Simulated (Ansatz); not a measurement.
Program: Ansatz. Geometries: PBE0-D4/def2-TZVP. ΔE: electronic, gas phase. CBS: MP2 limit from def2 TZ/QZ plus the TZ coupled-cluster correction, frozen cores. Functionals use def2-TZVPP. HSE06 is defined as in plane-wave codes. def2 core potentials past Kr. For Hf, Ta outer-core shells are correlated without core-valence functions, which leaves a few kJ/mol of doubt a bond. One conformer a species, not always the lowest.

Reaction (substitution at a C–C bond): `C[N](C)[Hf]([OH])([F])[CH2]C(C)(C)C` + `[NH]=[Ta]([NH2])([NH2])[OH]` → `CC(C)(C)[N]=[Ta]([NH2])([NH2])[OH]` + `C[N](C)[Hf]([CH3])([OH])[F]`

**Question.** Is it downhill or uphill in electronic energy at CCSD(T)/CBS, and by how much? (Best estimate.)

**Answer.** Computed: Downhill: ΔE = -12.9 kJ/mol.

**Question.** What do these levels give: HSE06, CCSD/def2-SVP, MP2/def2-TZVPP, SCS-MP2/def2-TZVPP, CCSD(T)/def2-TZVPP, HF/CBS(def2)? (Estimate.)

**Answer.** Computed: HSE06 -21.5, CCSD/def2-SVP -15.7, MP2/def2-TZVPP -20.5, SCS-MP2/def2-TZVPP -22.1, CCSD(T)/def2-TZVPP -13.0, HF/CBS(def2) -29.5 kJ/mol.

Largest T1 diagnostic among the species: 0.018.

From BLYP to BHLYP (50 % exact exchange), in def2-TZVPP and without D4, ΔE moves by +7.9 kJ/mol. Leaving LDA and LC-ωPBE aside and taking each functional with its dispersion term where it has one, the values, not all of them listed here, spread over 15.8 kJ/mol, from B2PLYP to ωB97M-V. LDA lies +12.7 kJ/mol from PBE without D4. In def2-TZVPP, CCSD(T) changes the Hartree–Fock value by +16.4 kJ/mol (the triples alone add +1.1 kJ/mol) and MP2 by +8.9 kJ/mol.
